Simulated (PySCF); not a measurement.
# Correlation energy of I²⁺ (iodine, charge +2)

[Kr] 4d10 5s1 5p4, high-spin 4P determinant (an excited configuration). Computed with PySCF 2.14 in x2c-TZVPPall (8s6p4d2f, 60 functions), with the spin-free X2C one-electron Hamiltonian (Gaussian nucleus). Frozen: [Kr] 4d10; 5 electrons correlated.

MP2 pair energies summed by pair of shells (mhartree):

```json
{"pair": "5p-5p", "energy": "-54.62", "share (%)": "87.6"}
{"pair": "5s-5p", "energy": "-7.75", "share (%)": "12.4"}
```

Total MP2 correlation energy: -62.37 mhartree.

Same-spin part -15.71 and opposite-spin part -46.66 mhartree; SCS-MP2 scales them by 1/3 and 6/5 to -61.23 mhartree.
